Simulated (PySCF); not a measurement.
Species: C5H8BN.
Bonds: C1–B2, B2–N3, N3–C4 (aromatic), C4–C5 (aromatic), C5–C6 (aromatic), C6–C7 (aromatic), N3–C7 (aromatic). Hydrogens: H8, H9, H10 on C1; H11 on B2; H12 on C4; H13 on C5; H14 on C6; H15 on C7.

A linear-response calculation (PySCF, def2-SVPD basis, gas phase, vertical, core orbitals frozen in the response) gave these numbers; the functional is withheld.

Orbital energies (eV): HOMO-3 -10.40, HOMO-2 -9.23, HOMO-1 -7.59, HOMO -6.45, LUMO -1.03, LUMO+1 0.64, LUMO+2 1.23.

| state | E (eV) | f | main configurations (H = HOMO, L = LUMO) |
| --- | --- | --- | --- |
| S1 | 4.44 | 0.0098 | H→L (98%) |
| S2 | 5.71 | 0.243 | H-1→L (90%) |
| S3 | 6.10 | 0.0002 | H→L+1 (94%) |
| S4 | 6.51 | 0.0003 | H-2→L (98%) |
| S5 | 6.79 | 0.016 | H→L+3 (94%) |
| S6 | 6.86 | 0.140 | H→L+2 (92%) |

Triplets (Tamm–Dancoff): T1 3.37 eV, H→L (88%), H→L+2 (9%); T2 4.56 eV, H-1→L (89%); T3 5.64 eV, H→L+2 (53%), H→L+5 (30%); T4 5.86 eV, H→L+5 (52%), H→L+2 (31%).

Vertical ionisation energy by ΔSCF with the same functional: 8.40 eV. Mean static polarisability: 80.0 au.

Question: Name the functional.
A. wB97X-D
B. PBE0
C. PBE
D. HF

Answer: B. PBE0 is a global hybrid with 25% exact exchange. In this run −ε(HOMO) = 6.45 eV differs from the ΔSCF value by -1.95 eV, and S1 differs from the orbital gap of 5.42 eV by -0.98 eV. The ratio −ε(HOMO)/IP is 0.77. Small neutral molecules mostly give 0.7 to 0.83 with PBE0, 0.5 to 0.7 with PBE, 0.89 to 0.99 with wB97X-D; with Hartree–Fock the ratio is 1 or more (Koopmans' value less the relaxation energy is the ΔSCF value).

Method: TDDFT PBE0/def2-SVPD, vertical, gas phase, core orbitals frozen in the response (PySCF 2.14.0, density-fitted response routines). Isolated species at its PBE0-D3(BJ)/def2-SVP geometry (one conformer only).

Shape of the structure used: `[CH3:1][BH:2][n:3]1[cH:4][cH:5][cH:6][cH:7]1`: C1–B2–N3–C4 -178°.
